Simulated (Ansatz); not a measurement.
Two isomers of C4H10Si: A = `C/C=C/[SiH2]C`, B = `CC(C)=C[SiH3]`.

Isolated molecules relaxed with PBE0-D4/def2-TZVP in Ansatz; ΔE leaves out vibrations. CBS: MP2 limit from def2 TZ/QZ plus the TZ coupled-cluster correction, frozen cores. Functionals use def2-TZVPP. B3LYP here is the variant with VWN-RPA as its local correlation; programs differ in this. One conformer a species, not always the lowest.

Q: Which isomer does CCSD(T)/CBS put lower? Give the gap. (An estimate is asked.)

A: Computed: A, by 33.1 kJ/mol.

Q: Give E(B) − E(A) in kJ/mol with B3LYP, r2SCAN-D4, MP2/def2-TZVPP, LDA (SPW92), ωB97M-V, PBE0-D4, PBE-D4. (Best estimate.)

A: Ansatz gave: B3LYP 36.5, r2SCAN-D4 33.0, MP2/def2-TZVPP 31.6, LDA (SPW92) 23.9, ωB97M-V 33.8, PBE0-D4 31.5, PBE-D4 30.8. None reverses the order clearly.

Q: Does the order hold for the free energy at 298.15 K (harmonic terms from PBE0-D4)? (An estimate is asked.)

A: The calculation gave: Yes: G(B) − G(A) = +29.6 kJ/mol, for one conformer each. Modes under 60 cm⁻¹, often nearly free rotors, make the harmonic entropy too high.

Largest T1 diagnostic: 0.011.

In def2-TZVPP, CCSD(T) changes the Hartree–Fock value by −5.0 kJ/mol (the triples alone add −1.2 kJ/mol) and MP2 by −5.0 kJ/mol. Leaving LDA and LC-ωPBE aside and taking each functional with its dispersion term where it has one, the values, not all of them listed here, spread over 6.8 kJ/mol, from revPBE-D4 to B2PLYP. LDA lies −9.7 kJ/mol from PBE without D4.
